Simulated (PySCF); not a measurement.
TiOCl, SMILES [Cl][Ti]=[O] (connectivity only; charge and spin as stated), neutral, multiplicity 2. Atoms are numbered in the order given.

```xyz
3

Ti     0.3494    -0.5856     0.0000
O     -0.6082    -1.8764     0.0000
Cl    -0.1659     1.6408     0.0000
```
Charge 0, spin multiplicity 2.

Geometry: PBE0-D3(BJ)/def2-TZVP. The multiplicity is an assumed one; other spin states were not compared.

Computed with PBE0/def2-TZVPD (PySCF).

Mulliken values depend strongly on the basis, most of all with diffuse functions as here. ESP charges are fitted to the potential on shells at 1.4 to 2.0 van der Waals radii. Atomic charges (e):

```json
[
 {"atom": "Ti1", "meta-Löwdin": "1.16", "ESP fit": "[?]", "Mulliken": "1.27", "Mulliken spin": "1.13"},
 {"atom": "O2", "meta-Löwdin": "-0.58", "ESP fit": "[?]", "Mulliken": "-0.74", "Mulliken spin": "-0.12"},
 {"atom": "Cl3", "meta-Löwdin": "-0.59", "ESP fit": "[?]", "Mulliken": "-0.53", "Mulliken spin": "-0.02"}
]
```

What belongs in the gaps? (The exact figures need the calculation; the answer reports its results.)


- Ti1, ESP fit: 1.20
- O2, ESP fit: -0.69
- Cl3, ESP fit: -0.52
